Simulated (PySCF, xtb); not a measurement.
SiHF₂Cl, SMILES F[SiH](F)Cl.

Harmonic wavenumbers (cm⁻¹) from xtb with GFN2-xTB at its own minimum, in rising order: 168, 206, 274, 548, 640, 645, 848, 887, 2496.

What does ωB97X-D3(BJ)/def2-SVP run with PySCF 2.14.0 give at its own minimum? (The exact figures need the calculation; the answer reports its results.)

227, 272, 359, 594, 838, 842, 911, 999, 2389. Paired by order, the mean absolute difference is 104 cm⁻¹ and the zero-point energies are 9.6 and 10.6 kcal/mol.
